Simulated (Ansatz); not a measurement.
A made-up structure of CH$_{3}$FZn, singlet:

```tsv
atom	x (Å)	y (Å)	z (Å)
F1	-0.6099	0.8192	2.4725
C2	0.0132	-0.6026	-0.3535
Zn3	0.0341	1.0101	0.7810
H4	1.0042	-1.0548	-0.4671
H5	-0.6548	-1.3819	0.0284
H6	0.0414	2.2853	1.6471
```

It is relaxed with PBE-D4/def2-SVP and then PBE0-D4/def2-TZVP (Ansatz 0.2.0). Atoms count as bonded within 1.22 times the sum of their covalent radii (H–H: 0.88 Å). The end point is not checked to be a true minimum.

Question: Does its bonding change? (Judge from chemistry; the calculation decides.)

Answer: Computed: Yes. Formed: C2–H6; broken: Zn3–H6.

Where it ends: The first stage lowers the energy by 5.90 eV in 20 steps. It ends as CH₃FZn ([CH3][Zn][F]):
```json
{"atom": "F1", "x (Å)": "-0.4366", "y (Å)": "0.6956", "z (Å)": "3.5370"}
{"atom": "C2", "x (Å)": "0.0746", "y (Å)": "0.0485", "z (Å)": "-0.0369"}
{"atom": "Zn3", "x (Å)": "-0.1920", "y (Å)": "0.3860", "z (Å)": "1.8274"}
{"atom": "H4", "x (Å)": "0.9904", "y (Å)": "-0.5245", "z (Å)": "-0.1913"}
{"atom": "H5", "x (Å)": "-0.7641", "y (Å)": "-0.5194", "z (Å)": "-0.4431"}
{"atom": "H6", "x (Å)": "0.1560", "y (Å)": "0.9890", "z (Å)": "-0.5846"}
```

Labels in which every atom is bracketed show which atoms are joined, not bond orders.

For scale, one of the runs: PBE0-D4/def2-TZVP relaxation, 128 basis functions, launched by `ansatz run in.yaml --threads 2 --pin off --events-out ev --progress --plain --max-ram 4352MiB`. The run took about 12 s on 2 CPU threads of an Arm Neoverse V1 (shared host).
